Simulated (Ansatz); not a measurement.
`[CH3][GeH]([SiH3])[Cl]` + H₂O → `[CH3][GeH]([OH])[Cl]` + SiH₄ at 400 K and 1 bar (formal hydrolysis of a Ge–Si bond).

Computed with Ansatz on PBE0-D4/def2-TZVP structures; ΔE is electronic, products minus reactants. CCSD(T)/CBS adds triple-zeta CCSD(T) − MP2 to the extrapolated MP2 energy (def2 sets, frozen cores). This one scheme is used for every species. For Ge outer-core shells are correlated without core-valence functions, which leaves a few kJ/mol of doubt a bond. Scalar relativity is left out up to krypton. One conformer a species, not always the lowest.

```
                 species  CCSD(T)/CBS energy (Eh)  H − E (kJ/mol)  S (J/(mol·K))
`[CH3][GeH]([SiH3])[Cl]`              -2867.28258           223.3          415.3
                     H₂O                -76.37941            69.8          198.6
  `[CH3][GeH]([OH])[Cl]`              -2652.20691           188.6          377.4
                    SiH₄               -291.46306            96.9          218.6
```

H − E and S are ideal-gas, rigid-rotor, harmonic terms from PBE0-D4/def2-TZVP, for one conformer and one mirror image of each species. 1 Eh = 2625.50 kJ/mol, R = 8.31446 J/(mol·K).

Task: By hand: ΔE, ΔH, ΔS and ΔG.

Result: ΔE = (-2652.20691) + (-291.46306) − (-2867.28258) − (-76.37941) = -0.00798 Eh = -21.0 kJ/mol. Δ(H − E) = 188.6 + 96.9 − 223.3 − 69.8 = -7.6, so ΔH = -28.6 kJ/mol. ΔS = 377.4 + 218.6 − 415.3 − 198.6 = -17.9 J/(mol·K). ΔG = -28.6 − 400 × (-17.9)/1000 = -21.4 kJ/mol.

Task: By hand: the equilibrium constant, and the temperature at which ΔG would vanish if ΔH and ΔS stayed fixed.

Result: log₁₀ K = −ΔG/(RT ln 10) = 2.8. ΔG = 0 at ΔH/ΔS = 1598 K, though so small a ΔS makes that figure unsure.

ΔH outweighs TΔS. A doubt of 5 kJ/mol in ΔE shifts log₁₀ K by 0.7 here. Other conformers and mirror images would add mixing entropy, several J/(mol·K) or more a flexible species. These are equilibria of isolated gas molecules and say nothing of rates. Largest T1 diagnostic: 0.011 (customary marks: 0.02 for closed shells, 0.045 for open ones).
